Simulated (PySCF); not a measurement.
Se⁺: excitation energy

Se⁺ [Ar] 3d10 4s2 4p3 (4S) → Se⁺ [Ar] 3d10 4s1 4p3 4d1 (6D), as a difference of total energies. Calculation: PySCF 2.14, in aug-cc-pVQZ-DK (8s7p5d3f2g, 93 functions); scalar relativity by spin-free X2C-1e. Correlated levels: valence: [Ar] 3d10 frozen. The calculations carry no spin-orbit coupling.

| method | excitation energy (cm⁻¹) |
| --- | --- |
| UHF | 152000 |
| LDA | 175210 |
| PBE | 171920 |
| PBE0 | 169460 |
| r2SCAN | 168070 |
| r2SCAN0 | 166940 |
| TPSSh | 170050 |
| LC-wPBE | 171330 |
| wB97M-V | 171200 |
| MP2 (valence) | 163560 |
| SCS-MP2 (valence) | 167280 |

A first-order spin-orbit estimate (lowest level to lowest level, LS coupling) adds -0.014 eV.

The promoted electron is Rydberg-like, and one or two diffuse shells describe it only roughly, which tends to raise the upper state.
